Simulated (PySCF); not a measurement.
How the method changes the constants of YSi

State: ⁴Σ⁻ (quartet), unpaired electrons σ ↑, π ↑↑. Set-up: PySCF, scalar-relativistic core potentials, basis sets Y def2-TZVPP with ECP28, Si def2-TZVPP. De refers to Y (4d1 5s2) + Si in their high-spin ground configurations, without counterpoise correction. The functionals are run spin-unrestricted. A positive dipole means Y(−)Si(+). Levels whose curve was spin-contaminated or gave no clean fit are not listed.

```
       Level  Re (Å)  ωe (cm⁻¹)  De (eV)  μ (D)
        ROHF   2.813        271      n/a  -2.00
    ROHF-MP2   2.721        295      n/a    n/a
ROHF-SCS-MP2   2.734        292      n/a    n/a
   ROHF-CCSD   2.723        294     2.32    n/a
ROHF-CCSD(T)   2.715        297     2.48    n/a
         PBE   2.673        308     2.79  -3.31
      PBEsol   2.654        316     3.02  -3.32
      revPBE   2.680        305     2.62  -3.39
        BLYP   2.705        293     2.44  -3.18
      r²SCAN   2.660        315     2.56  -3.51
     r²SCANh   2.660        314     2.50  -3.42
        PBE0   2.662        312     2.57  -3.32
```

The bond length runs from 2.654 Å (PBEsol) to 2.813 Å (ROHF). De spans 2.32 eV (ROHF-CCSD, coupled cluster) to 3.02 eV (PBEsol, GGA).

Correlated steps freeze 5 core orbitals. The metal atom is held in its measured ground configuration; semilocal functionals can put another filling of s and d lower by some tenths of an eV, and De to that atom would be smaller. These are scalar-relativistic numbers at best; spin–orbit coupling would shift them, the dissociation energy most. The CCSD T1 diagnostic is raised, a sign that a single reference may not be enough here. UHF is strongly spin-contaminated for YSi, so the ROHF reference used there is far from stable. The state is the lowest single determinant that the PBE0 search found; with open d or f shells the true ground state can be another one.

The whole job (state search and all levels along the bond) took about 17 min on 2 threads of Arm Neoverse V1 (shared host), peak memory 4.8 GiB.
